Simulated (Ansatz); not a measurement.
Consider the formal exchange of groups at the Sn–O bond: `C=C[O][SnH3]` + `C=C(N)Br` → `[Br][SnH3]` + `C=COC(=C)N`.

Calculated with Ansatz (gas phase, PBE0-D4/def2-TZVP geometries, no zero-point term in ΔE). CCSD(T)/CBS is the MP2 limit (def2-TZVPP, def2-QZVPP) plus CCSD(T) − MP2 in def2-TZVPP, frozen cores. DFT in def2-TZVPP. B3LYP here is the variant with VWN-RPA as its local correlation; programs differ in this. Elements past krypton have def2 core potentials. For Br, Sn outer-core shells are correlated without core-valence functions, which leaves a few kJ/mol of doubt a bond. Scalar relativity is left out up to krypton. One conformer a species, not always the lowest.

`C=C[O][SnH3]`:

```xyz
10

C     0.657   -0.256    1.477
C     0.230    0.904    0.981
O    -0.309    1.143   -0.218
Sn   -0.586   -0.300   -1.563
H     1.075   -0.293    2.473
H     0.609   -1.189    0.924
H     0.300    1.813    1.578
H    -1.638   -1.449   -0.877
H    -1.278    0.582   -2.836
H     0.940   -0.955   -1.938
```

`C=C(N)Br`:

```xyz
8

C     0.748   -0.166    0.949
C    -0.147   -0.308   -0.022
N    -0.737    0.682   -0.774
Br   -0.838   -2.024   -0.439
H     1.073   -1.004    1.544
H     1.156    0.815    1.169
H    -0.973    0.425   -1.719
H    -0.280    1.579   -0.708
```

`[Br][SnH3]`:

```xyz
5

Br   -1.240    0.615    1.805
Sn    0.114   -0.056   -0.166
H     1.674    0.569    0.089
H    -0.644    0.629   -1.525
H     0.096   -1.756   -0.204
```

`C=COC(=C)N`:

Cartesian coordinates in Å:
```
C -1.571 1.991 0.455
C -1.046 0.845 0.052
O 0.305 0.678 -0.044
C 0.779 -0.594 -0.200
C 1.690 -0.850 -1.135
N 0.205 -1.501 0.675
H -0.949 2.826 0.752
H -2.645 2.106 0.474
H -1.638 -0.014 -0.245
H 2.170 -1.817 -1.191
H 1.962 -0.085 -1.846
H 0.609 -2.423 0.629
H 0.130 -1.163 1.625
```

| level | ΔE (kJ/mol) | difference from CCSD(T)/CBS |
| --- | --- | --- |
| PBE-D4 | -76.1 | 0.3 |
| B3LYP-D4 | -80.9 | -4.5 |
| ωB97X-V | -84.5 | -8.1 |
| ωB97M-V | -85.0 | -8.6 |
| B2PLYP | -78.8 | -2.4 |
| r2SCAN | -82.0 | -5.6 |
| B3LYP | -85.5 | -9.1 |
| HF/def2-TZVPP | -110.3 | -33.9 |
| MP2/def2-TZVPP | -67.8 | 8.6 |
| SCS-MP2/def2-TZVPP | -70.1 | 6.3 |
| CCSD/def2-TZVPP | -79.9 | -3.5 |
| CCSD(T)/def2-TZVPP | -74.4 | 2.0 |
| HF/def2-QZVPP | -109.1 | -32.7 |
| MP2/def2-QZVPP | -68.6 | 7.8 |
| MP2/CBS(def2) | -69.8 | 6.6 |
| CCSD/CBS(def2) | -81.9 | -5.5 |
| CCSD(T)/CBS | -76.4 | 0 |

Largest T1 diagnostic among the species: 0.015.

The D4 term adds +4.6 kJ/mol with B3LYP and +2.0 kJ/mol with PBE0; it sums over pairs of atoms, weighted by their polarisabilities, and B3LYP, whose exchange is more repulsive, gets the larger term. From PBE to PBE0 (25 % exact exchange), in def2-TZVPP and without D4, ΔE moves by −10.4 kJ/mol. In def2-TZVPP, CCSD(T) changes the Hartree–Fock value by +35.9 kJ/mol (the triples alone add +5.5 kJ/mol) and MP2 by +42.5 kJ/mol.
